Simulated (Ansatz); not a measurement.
Wavefunction ladder for C2H4GaN

```xyz
8

N     0.7691   -0.3241   -1.0546
C    -0.2822   -0.0430   -0.2379
C    -0.1722    0.4012    1.0312
Ga   -2.3141    0.0259   -0.3581
H     1.6975   -0.4095   -0.6684
H     0.6097   -0.8534   -1.8909
H     0.7628    0.5617    1.5682
H    -1.0706    0.6411    1.6105
```

Total charge 0; spin multiplicity 1. Correlated methods include outer-core shells of Ga, which these sets cover unevenly. Scalar relativity is left out up to krypton. The bonds changed during the relaxation, so this is another structure than the one it started from. The geometry is a stationary point of PBE0-D4/def2-TZVP. It is one conformer, not always the lowest. Frozen core, restricted reference, Ansatz.

```tsv
basis	HF (Eh)	MP2 corr.	CCSD corr.	(T)	CCSD(T) total
def2-SVP	?	?	-0.65130	-0.02427	?
def2-TZVPP	-2055.77214	?	-0.75591	?	?
def2-QZVPP	-2055.81819	-1.02170	–	–	–
```

Problem. Fill in the withheld values. (Best estimate.)

Solution. The calculation gave: def2-SVP HF (Eh): -2055.37066; def2-SVP MP2 corr.: -0.62745; def2-SVP CCSD(T) total: -2056.04623; def2-TZVPP MP2 corr.: -0.73751; def2-TZVPP (T): -0.03551; def2-TZVPP CCSD(T) total: -2056.56356.
